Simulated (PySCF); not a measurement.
In(OH)2(SiH3) (H5InO2Si), SMILES [OH][In]([OH])[SiH3].

Geometry: PBE-D3(BJ)/def2-SVP. The structure was generated by enumeration; whether it is a known compound was not checked. The def2 effective core potentials stand for the cores of In; spin–orbit coupling is left out. One conformer was computed; it need not be the lowest.

The numbers are results of PBE-D3(BJ)/def2-SVP in PySCF, not measurements.

Frequencies are harmonic and unscaled.

A small imaginary wavenumber (i) marks a very flat motion, where grid noise or a shallow saddle decides the sign.

Computed normal modes with their intensities:
| mode | ν (cm⁻¹) | IR (km/mol) | moving atoms (share of kinetic energy) |
|---|---|---|---|
| 1 | 16i | 0.0 | H 94 % |
| 2 | 71 | 0.1 | O 45 %, Si 25 %, In 17 %, H 12 % |
| 3 | 101 | 3.3 | O 47 %, In 32 %, H 12 %, Si 8 % |
| 4 | 121 | 31.0 | O 77 %, H 12 %, In 9 % |
| 5 | 163 | 0.0 | H 95 % |
| 6 | 278 | 176.4 | H 84 %, O 12 % |
| 7 | 285 | 7.2 | Si 70 %, In 16 %, H 11 % |
| 8 | 448 | 14.5 | H 90 %, Si 9 % |
| 9 | 457 | 5.5 | H 90 %, Si 9 % |
| 10 | 557 | 65.1 | O 89 %, In 9 % |
| 11 | 564 | 72.9 | O 82 %, In 16 % |
| 12 | 728 | 116.2 | H 94 % |
| 13 | 777 | 48.1 | H 91 % |
| 14 | 812 | 194.7 | H 91 % |
| 15 | 900 | 35.5 | H 97 % |
| 16 | 903 | 32.4 | H 97 % |
| 17 | 2159 | 43.5 | H 99 % |
| 18 | 2178 | 59.5 | H 96 % |
| 19 | 2184 | 62.2 | H 96 % |
| 20 | 3706 | 13.4 | H 94 % |
| 21 | 3706 | 47.5 | H 94 % |
